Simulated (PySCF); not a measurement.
Cost of one run: core-ionisation job, `[SiH3][SiH]([SiH3])CCl`.

Method: delta-SCF UKS SCAN, def2-TZVP on the ionised atom, pcseg-1 elsewhere, spin-free X2C (PySCF 2.14.0). Geometry: PBE0-D3(BJ)/def2-SVP. Work: ΔSCF core ionisation, 7 holes, density fitting. The command runs a driver script over a list of jobs; the input below is this job's line of settings and its coordinates in Å.

Command:
```bash
OMP_NUM_THREADS=1 python probes_run.py task.json out
```

Input:
```
{"job": {"kind": "xps", "basis": "def2-TZVP"}, "charge": 0, "multiplicity": 1}
Si    -1.874641     0.960511     0.175280
Si     0.082532    -0.047811    -0.633566
Si     1.969663     0.953376     0.340824
C      0.021774    -1.890884    -0.158322
Cl    -1.531923    -2.603879    -0.700221
H     -3.070224     0.584957    -0.635062
H     -1.723772     2.449117     0.156022
H     -2.074542     0.524952     1.592596
H      0.159637     0.061009    -2.123874
H      1.843584     0.905716     1.831307
H      2.065781     2.382737    -0.087038
H      3.227967     0.244429    -0.051366
H      0.836383    -2.463688    -0.624090
H      0.087098    -2.024153     0.931442
```

Hardware: one thread of an Arm Neoverse V2, shared host with 192 logical CPUs at a one-minute load of 86. PySCF's memory limit was set to 1760 MB.

The basis has 150 functions.

**Question.** Estimate the wall time.

**Answer.** About 37 s. The run took 92 SCF cycles in all, 5.3 s a hole on average.

**Question.** Estimate the peak memory.

**Answer.** About 0.56 GiB. Peak memory is the resident size of the whole Python process, interpreter and libraries included.

The host was shared with other jobs, so the times are rough.
